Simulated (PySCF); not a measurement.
**Configurations of LaS**

Unrestricted PBE0; basis La x2c-SVPall, S x2c-SVPall; spin-free X2C with a Gaussian nucleus; PySCF 2.14. The search starts from ions with several 4f fillings and holds each by maximum overlap.

The lowest solution has 2Ms+1 = 2, about 0.1 4f electrons, near 2.36 Å.

Solutions at the starting distance of 2.374 Å, counted from the lowest; the search is not exhaustive:

```tsv
2Ms+1	4f population	E (eV)	⟨S²⟩	⟨Lz²⟩	μ (D)
2	0.10	0.00	0.75	0.0	-5.66
2	0.09	0.56	0.75	4.0	-8.13
2	0.12	1.22	0.75	1.0	-5.60
4	0.08	2.87	3.75	4.0	-2.95
4	0.10	3.44	3.75	1.1	-1.40
```

Partly filled real f orbitals mix terms, so no term symbols are given. A positive dipole means La(−)S(+).

Spin–orbit coupling is left out. Counting both spins, an empty level lies below a filled one in some of these solutions, because spin and occupation are held. The state is the lowest single determinant that the PBE0 search found; with open d or f shells the true ground state can be another one.
